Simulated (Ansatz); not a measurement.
C2H4FNOSi can be A, `FC1N=C[SiH2]O1`, or B, `N#COC(F)[SiH3]`.

Computed with Ansatz on PBE0-D4/def2-TZVP structures; ΔE is electronic, products minus reactants. CBS: MP2 limit from def2 TZ/QZ plus the TZ coupled-cluster correction, frozen cores. Functionals use def2-TZVPP. B3LYP here is the variant with VWN-RPA as its local correlation; programs differ in this. One conformer a species, not always the lowest.

Problem. Which is lower in electronic energy at CCSD(T)/CBS, and by how much? (An estimate is asked.)

Solution. The calculation gave: A, by 51.8 kcal/mol.

Problem. Give E(B) − E(A) in kcal/mol with PBE0-D4, r2SCAN-D4, CCSD(T)/def2-TZVPP, ωB97M-V, CCSD/def2-TZVPP, B3LYP, PBE-D4. (An estimate is asked.)

Solution. Computed: PBE0-D4 52.9, r2SCAN-D4 51.8, CCSD(T)/def2-TZVPP 49.7, ωB97M-V 51.3, CCSD/def2-TZVPP 49.8, B3LYP 46.9, PBE-D4 49.2. None reverses the order clearly.

Largest T1 diagnostic: 0.014.

The D4 term adds +1.4 kcal/mol with B3LYP and +0.7 kcal/mol with PBE0; it sums over pairs of atoms, weighted by their polarisabilities, and B3LYP, whose exchange is more repulsive, gets the larger term. From PBE to PBE0 (25 % exact exchange), in def2-TZVPP and without D4, E(B) − E(A) moves by +3.9 kcal/mol.
